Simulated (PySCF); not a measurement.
# Electron correlation in Bi+ (bismuth, charge +1)

[Xe] 4f14 5d10 6s2 6p2, high-spin 3P determinant. All numbers are calculated (PySCF 2.14, the spin-free X2C one-electron Hamiltonian (Gaussian nucleus), in x2c-TZVPPall). Frozen: [Kr] 4d10 4f14; 22 electrons correlated.

| level | correlation energy (mhartree) |
| --- | --- |
| CCSD | -449.53 |
| (T) | -8.52 |
| CCSD(T) | -458.05 |

Diagnostics: T1 = 0.0069, D1 = 0.0306, largest double amplitude 0.056.

Spin-orbit coupling is strong in this species (close to jj coupling), so the high-spin LS determinant is a model state, not a physical level.

Cost of the coupled-cluster step: of the order of 26 core-seconds, for 22 correlated electrons.

This basis was not built for core-valence correlation, so the inner-shell part is incomplete.

Spin-orbit coupling is strong in this species, so the high-spin LS determinant is a model state.
